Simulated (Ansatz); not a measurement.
# A basis-limit estimate, worked out

An elementary step of Al2NH7O4F, doublet (Al₂NH₅O₃F ([NH3][Al]1([F])[O][Al]([OH])[OH]1) + H₂O → Al₂NH₅O₃F ([NH2][Al]1([F])[OH][Al]([OH])[OH]1) + H₂O; bonds formed: O2–H9, H7–O10; bonds broken: H7–N8, H9–O10). “Start” is the structure reached by relaxing down from the saddle towards the reactants; PBE0-D4/def2-TZVP structures. The saddle:

Al1  (-1.025, -0.717, -0.224)
O2  (0.419, -0.335, -1.157)
Al3  (-0.086, 1.280, -1.778)
O4  (-1.670, 0.875, -0.744)
O5  (0.704, 2.568, -0.963)
F6  (-2.019, -2.010, -0.498)
H7  (0.916, -0.905, 1.222)
N8  (-0.345, -0.790, 1.536)
H9  (1.347, -0.560, -0.404)
O10  (1.953, -0.814, 0.602)
H11  (-2.560, 1.202, -0.868)
H12  (1.040, 3.320, -1.447)
H13  (-0.688, -1.543, 2.119)
H14  (-0.424, 0.068, 2.071)
H15  (2.438, -1.639, 0.532)
(Å)

Program: Ansatz 0.2.0. Basis: def2-TZVPP and def2-QZVPP. Cores are frozen in the correlated methods; orbitals are unrestricted.

Energies in eV:

| quantity | saddle | start |
| --- | --- | --- |
| Hartree–Fock, triple zeta (X = 3) | -25627.93263 | -25628.85631 |
| Hartree–Fock, quadruple zeta (X = 4) | -25628.95563 | -25629.86944 |
| MP2 correlation, X = 3 | -44.18019 | -43.80898 |
| MP2 correlation, X = 4 | -47.80862 | -47.44941 |
| CCSD(T) correlation, X = 3 | -46.16463 | -45.84831 |

Task: Work out the barrier at the basis limit: extrapolate Hartree–Fock as E(X) = E∞ + A exp(−7.88 √X) and the MP2 correlation as E(X) = E∞ + B X^−2.97 (the exponents that Neese and Valeev fitted for def2-TZVPP and QZVPP), then add CCSD(T) − MP2 in triple zeta.

Result: Each step is linear, so take the differences first (saddle − start): Hartree–Fock 0.92368 (X = 3) and 0.91381 (X = 4); MP2 correlation -0.37121 and -0.35921; CCSD(T) correlation -0.31632.
Two points give E∞ = E(4) + w [E(4) − E(3)], with w = 1/(exp(7.88 (2 − √3)) − 1) = 0.1377 for Hartree–Fock and w = 1/((4/3)^2.97 − 1) = 0.7407 for the correlation.
Hartree–Fock: 0.91381 + 0.1377 × (-0.00987) = 0.9125 eV.
MP2 correlation: -0.35921 + 0.7407 × 0.01200 = -0.3503 eV.
CCSD(T) − MP2: -0.31632 − (-0.37121) = 0.0549 eV.
Sum: 0.9125 + (-0.3503) + 0.0549 = 0.6171 eV, or 14.23 kcal/mol. Plain CCSD(T) in triple zeta gives 0.6074 eV, so the larger basis shifts the result by 0.0097 eV.

T1 diagnostic: at most 0.014. ⟨S²⟩ of the unrestricted Hartree–Fock references: 0.75 (a pure state has 0.75).

Labels in which every atom is bracketed show which atoms are joined, not bond orders.

For scale, one of the runs: CCSD(T)/def2-TZVPP, 368 basis functions, launched by `ansatz run in.yaml --threads 4 --pin off --events-out ev --progress --plain --max-ram 46080MiB --backend cuda --devices 0, --max-vram 37GiB`. Hardware: 4 CPU threads of an AMD EPYC 7R13 and a share of one NVIDIA H100, shared host. Wall time 52 s; peak host memory 1.6 GiB.
